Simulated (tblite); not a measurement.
C6H12NOP.
Structure used (GFN2-xTB), in Å, numbered top down from 1:
```xyz
21
C6H12NOP angstrom
C      3.8940   -0.9940    0.3636
O      2.9722   -1.2756   -0.6564
C      1.7411   -0.7751   -0.4648
P      1.2032    0.1258    0.8687
N     -0.4436    0.4036    0.5071
C     -0.8263    1.3736   -0.5022
C     -2.3598    1.3816   -0.4373
C     -2.7313    0.0586    0.2595
C     -1.3997   -0.6814    0.4059
H      4.8439   -1.4332    0.0655
H      4.0008    0.0878    0.4988
H      3.5578   -1.4235    1.3138
H      1.0879   -1.0385   -1.2919
H     -0.4920    1.0737   -1.5077
H     -0.3796    2.3412   -0.2673
H     -2.7134    2.2315    0.1430
H     -2.7897    1.4486   -1.4355
H     -3.4510   -0.5228   -0.3136
H     -3.1531    0.2576    1.2432
H     -1.3487   -1.3042    1.3000
H     -1.2215   -1.3183   -0.4742
```

All values are computed: GFN2-xTB (tblite) harmonic vibrations without scaling, gas phase. Errors from tens to a few hundred cm⁻¹ against measured bands are possible. One conformer, not necessarily the lowest. The optimisation stopped once no atom felt more than 0.01 eV/Å.

Lowest wavenumbers of the output (negative numbers stand for imaginary wavenumbers):
```
mode    cm-1
  1     -51.5
  2     -11.4
  3      69.3
  4      76.9
  5     171.1
  6     194.2
  7     208.1
  8     243.3
  9     320.9
 10     359.4
```

Q: Is this structure a minimum?

A: Not by this Hessian. 1 mode is imaginary beyond 20i (52i cm⁻¹), and 1 more slightly so (11.4i). The curvature is small, so loose convergence or finite differences may be the whole cause.

Q: Which atoms move in the imaginary modes?

A: 52i: C6 (sp3 carbon bound to nitrogen) 18 %, C9 (sp3 carbon bound to nitrogen) 15 %, O2 (ether oxygen) 14 %, P4 (phosphorus bonded to C and N) 12 %; 11i: C7 (ring CH2 carbon) 24 %, H17 (methylene hydrogen) 14 %, H16 (methylene hydrogen) 13 %. These are shares of the mass-weighted motion.

Q: What is the remedy?

A: Step along such a mode in both directions, optimise again with tighter thresholds and repeat the frequencies. The zero-point energy of this point (109.2 kcal/mol) counts the 55 real modes alone, and thermal corrections from it aren't those of a minimum.
